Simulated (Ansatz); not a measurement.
A structure relaxed at B3LYP-D4/def2-SVP in Ansatz, charge 0, singlet:

```xyz
4

B    -0.002    0.031    0.027
Cl   -0.754    1.538   -0.446
Cl    0.667   -0.145    1.633
Br    0.089   -1.424   -1.213
```

(1) Give its formula, name or SMILES and point group.

(2) Summarise the bond lengths by kind (pairs closer than 1.2 times the sum of covalent radii, bridged metal pairs left out).

Results:

(1) BCl2Br (BBrCl₂). Point group C2v (tolerance 0.1 Å).

(2) 2 × B–Cl 1.75 Å; 1 × B–Br 1.91 Å.
